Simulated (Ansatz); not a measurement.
`FCOC[SiH3]` + `C/C=C/CCC` → `C/C=C\C[SiH3]` + `CCCOCF`  (formal exchange of groups at the Si–C bond)

Computed with Ansatz on PBE0-D4/def2-TZVP structures; ΔE is electronic, products minus reactants. CBS: MP2 limit from def2 TZ/QZ plus the TZ coupled-cluster correction, frozen cores. Double bonds are as drawn, so ΔE can hold a change between cis and trans. DFT in def2-TZVPP. B3LYP here is the variant with VWN-RPA as its local correlation; programs differ in this. Each species was taken in one conformer, which may not be the lowest.

```tsv
level	ΔE (kJ/mol)	difference from CCSD(T)/CBS
PBE-D4	-23.0	0.5
r2SCAN-D4	-23.7	-0.2
PBE0-D4	-24.6	-1.1
B3LYP-D4	-22.8	0.7
ωB97X-V	-22.3	1.2
PBE	-23.0	0.5
HF/def2-TZVPP	-24.2	-0.7
MP2/def2-TZVPP	-24.6	-1.1
SCS-MP2/def2-TZVPP	-22.9	0.6
CCSD(T)/def2-TZVPP	-23.0	0.5
HF/def2-QZVPP	-24.3	-0.8
MP2/def2-QZVPP	-24.9	-1.4
SCS-MP2/def2-QZVPP	-23.3	0.2
HF/CBS(def2)	-24.3	-0.8
MP2/CBS(def2)	-25.1	-1.6
CCSD/CBS(def2)	-23.6	-0.1
CCSD(T)/CBS	-23.5	0
```

Largest T1 diagnostic among the species: 0.012.
